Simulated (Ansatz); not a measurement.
**Energy profile**

The step: GeH₄O ([OH][GeH3]) + NH₃ → GeNH₅ ([NH2][GeH3]) + H₂O; bonds formed: Ge1–N7, O2–H6; bonds broken: Ge1–O2, H6–N7 (atoms numbered as in the saddle structure below).

```xyz
10
angstrom
Ge -0.4292 0.3368 -0.7910
O 0.0458 1.0747 1.1897
H -0.5123 -0.6038 -2.0602
H -1.9108 0.4322 -0.3828
H 0.3345 1.5582 -1.3117
H 0.5497 -0.1869 1.0888
N 0.6973 -0.9575 0.2453
H -0.6988 1.2831 1.7562
H 0.2813 -1.8716 0.3667
H 1.6424 -1.0652 -0.1012
```

Electronic energies by CCSD(T) at an estimated basis limit (MP2 extrapolated from triple and quadruple zeta, plus CCSD(T) − MP2 in triple zeta), on PBE0-D4/def2-TZVP structures; GeNH7O, closed shell; no counterpoise correction. Ansatz 0.2.0; basis: def2-TZVPP and def2-QZVPP; cores frozen in the correlated methods. Filled d shells of the heavier atoms are correlated. The def2 sets are not built for correlating such inner shells, so the correlated values are less sure here. Extrapolation: Hartree–Fock as exp(−7.88 √X), correlation as X^−2.97.

Q: Give the profile in kJ/mol, counted from the separated reactants. (Judge from chemistry; the value comes from the calculation.)

A: The calculation gives:
```
                                                                                                      point  kJ/mol
 separated: GeH4O (linked as [OH][GeH3]; Ge1, O2, H3, H4, H5, H8; singlet) + NH3 (H6, N7, H9, H10; singlet)     0.0
                                                                                            start structure   -16.7
                                                                                                     saddle   114.4
                                                                                              end structure    -5.6
separated: GeNH5 (linked as [NH2][GeH3]; Ge1, H3, H4, H5, N7, H9, H10; singlet) + H2O (O2, H6, H8; singlet)    20.4
```

T1 diagnostic: at most 0.012.

For scale, one of the runs: CCSD(T)/def2-TZVPP, 208 basis functions (an equivalent command: `ansatz run in.yaml --threads 4`). The run took 78 s on 4 CPU threads (shared host), with 2.9 GiB of host memory at its peak.
